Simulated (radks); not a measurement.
The numbers below are computed, except where a source is named.
Initial-state core-level shifts of the cobalt ion Co+ when its valence configuration changes from [Ar] 3d8. Level of theory: non-relativistic Kohn-Sham, TPSS, spin-polarised, spherical densities, point nucleus; open shells are filled with parallel spins first; meta-GGA in the generalised Kohn-Sham scheme (a radial shooting solver on a logarithmic mesh with Libxc functionals). Shifts are changes of the shell-averaged eigenvalues in eV (positive: less bound); the change of the density at the nucleus, which sets a Mossbauer isomer shift, is in e/bohr^3, on a base of 1.337e+04.

[
 {"valence": "3d7 4p1", "1s": "-7.092", "2p": "-7.605", "3s": "-7.119", "3p": "-6.960", "density at nucleus": "+1.170"},
 {"valence": "3d7 4s1", "1s": "-5.606", "2p": "-6.215", "3s": "-5.624", "3p": "-5.462", "density at nucleus": "+7.693"},
 {"valence": "3d6 4s1 4p1", "1s": "-13.857", "2p": "-15.195", "3s": "-13.581", "3p": "-13.214", "density at nucleus": "+10.706"},
 {"valence": "3d5 4s2 4p1", "1s": "-22.189", "2p": "-24.452", "3s": "-21.199", "3p": "-20.598", "density at nucleus": "+21.900"},
 {"valence": "3d6 4s2", "1s": "-12.695", "2p": "-14.037", "3s": "-12.438", "3p": "-12.083", "density at nucleus": "+16.964"},
 {"valence": "3d4 4s2 4p2", "1s": "-33.303", "2p": "-36.795", "3s": "-31.009", "3p": "-30.156", "density at nucleus": "+28.204"},
 {"valence": "3d4 4p4", "1s": "-35.853", "2p": "-39.292", "3s": "-33.496", "3p": "-32.624", "density at nucleus": "+9.251"},
 {"valence": "3d7.5 4s0.5", "1s": "-2.638", "2p": "-2.918", "3s": "-2.677", "3p": "-2.602", "density at nucleus": "+3.524"},
 {"valence": "3d5 4p3", "1s": "-24.355", "2p": "-26.588", "3s": "-23.326", "3p": "-22.708", "density at nucleus": "+5.712"}
]
